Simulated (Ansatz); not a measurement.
`C[CH2][SbH][SiH3]`, relaxed with RKS PBE-D4/def2-SVP in Ansatz from a rough embedded geometry. The force threshold is 0.03 eV/Å; the program also tests the step.

Charge 0, multiplicity 1. Sb takes the def2 core potential.

Start:

```xyz
13

C    -0.690   -1.098   -1.789
C    -0.091   -0.798   -0.472
Sb   -0.998    0.986    0.289
Si    0.624    1.228    2.142
H    -0.175   -2.042   -2.232
H    -0.484   -0.306   -2.562
H    -1.785   -1.293   -1.757
H    -0.315   -1.610    0.218
H     0.967   -0.664   -0.550
H    -0.098    2.010   -0.759
H     0.590    2.487    2.775
H     1.999    0.987    1.583
H     0.455    0.112    3.115
```

| step | energy (eV) | largest force (eV/Å) | largest move (Å) |
| --- | --- | --- | --- |
| 1 | -16623.9134 | 2.204 | 0.000 |
| 2 | -16624.2497 | 0.770 | 0.192 |
| 3 | -16624.2864 | 0.239 | 0.117 |
| 4 | -16624.3026 | 0.077 | 0.079 |
| 5 | -16624.3048 | 0.012 | 0.033 |

End:

```xyz
13

C    -0.694   -1.181   -1.901
C    -0.116   -0.806   -0.539
Sb   -1.071    1.016    0.312
Si    0.706    1.218    2.200
H    -0.226   -2.110   -2.293
H    -0.524   -0.385   -2.655
H    -1.788   -1.362   -1.852
H    -0.288   -1.605    0.212
H     0.976   -0.624   -0.586
H    -0.138    2.089   -0.690
H     0.645    2.578    2.845
H     2.106    0.985    1.692
H     0.412    0.185    3.257
```

Hardware: 4 threads of an Arm Neoverse V2 on a shared host. Wall time 6.5 s, peak host memory 0.17 GiB.
